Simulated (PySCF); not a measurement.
Rubidium: a sound run and one with changed settings

Sound run: Rb+ [Kr], Rb(2+) [Ar] 3d10 4s2 4p5. Computed with PySCF 2.14 in jorge-DZP-DKH (8s6p2d, 36 functions), with the spin-free X2C one-electron Hamiltonian (Gaussian nucleus). The sound run starts from symmetry-adapted Hartree-Fock orbitals and uses a fine grid where one is needed.

Changed run: radial step 0.8 in ln r (0.13 in the sound run). This setting is unsound on purpose.

| species | method | sound run (hartree) | changed run (hartree) | converged |
| --- | --- | --- | --- | --- |
| Rb+ | UHF | -2978.70208 | -2978.70208 | yes |
| Rb+ | PBE | -2980.18748 | -2981.15543 | yes |
| Rb+ | BP86 | -2980.92579 | -2981.91133 | yes |
| Rb(2+) | UHF | -2977.70258 | -2977.70258 | yes |
| Rb(2+) | PBE | -2979.15059 | -2980.12772 | yes |
| Rb(2+) | BP86 | -2979.88377 | -2980.87855 | yes |

Ionisation energy of Rb+:

```json
{"method": "UHF", "sound run (eV)": "27.198", "changed run (eV)": "27.198"}
{"method": "PBE", "sound run (eV)": "28.215", "changed run (eV)": "27.965"}
{"method": "BP86", "sound run (eV)": "28.355", "changed run (eV)": "28.104"}
```

A coarse radial grid mis-integrates the density and the exchange-correlation energy, with errors of either sign; Hartree-Fock needs no grid.

For comparison, NIST gives 27.290 eV between the lowest levels.
